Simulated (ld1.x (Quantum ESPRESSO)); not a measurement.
# silver: excitation energies, all-electron against TM

```json
{
 "Element": "Ag (Z = 47)",
 "Generator": "ld1.x (Quantum ESPRESSO) 7.5",
 "Type": "norm-conserving Troullier–Martins (Kleinman–Bylander form)",
 "Functional": "LDA (PZ)",
 "Relativity": "scalar-relativistic",
 "Frozen core": "[Ar] 3d10 4s2",
 "Valence charge": "17",
 "Reference configuration": "4p6 4d10 5s1 5p0",
 "Partial waves": "4p (bound): rc 1.70 bohr; 4d (bound): rc 1.80 bohr; 5s (bound): rc 1.85 bohr",
 "Local potential": "the s channel",
 "Core correction": "Bessel-smoothed model core inside 1.75 bohr"
}
```

Energies are relative to the spin-unpolarised reference configuration 4p6 4d10 5s1 5p0; without spin polarisation the order of configurations can differ from experiment. Spin-polarised rows fill each open shell by Hund’s rule, majority spin first. The frozen-core shift is the all-electron ΔE with the core orbitals held at their reference shape minus the fully relaxed ΔE.

| valence configuration | charge | ΔE all-electron (eV) | error AE − PS (meV) | frozen-core shift (meV) |
| --- | --- | --- | --- | --- |
| 4p6 4d10 5s0 5p0 | +1 | 8.102 | -7.2 | +2.1 |
| 4p6 4d9 5s0 5p0 | +2 | 30.485 | -79 | +4.4 |
| 4p6 4d8 5s0 5p0 | +3 | 66.919 | -375 | +30 |
| 4p5 4d10 5s1 5p0 | +1 | 65.351 | -340 | +49 |
| 4p6 4d9 5s1 5p1 | 0 | 8.572 | -702 | +1.1 |
| 4p6 4d10 5s1 5p0 (spin-polarised) | 0 | -0.149 | -0.4 | 0.0 |
| 4p6 4d9 5s0 5p0 (spin-polarised) | +2 | 30.325 | -60 | +4.5 |

Problem. What are ΔE and the potential's error for 4p6 4d9 5s1 5p0?

Solution. ΔE = 13.379 eV all-electron; the error (AE − PS) is -55 meV.

Problem. What are ΔE and the potential's error for 4p6 4d10 5s0.5 5p0?

Solution. ΔE = 3.186 eV all-electron; the error (AE − PS) is -1.7 meV.

These tests converged, but a pseudo level misses the all-electron one widely, so the file describes the atom poorly there or has found another state: 4p6 4d8 5s0 5p0: empty 5p by 2.7 eV.
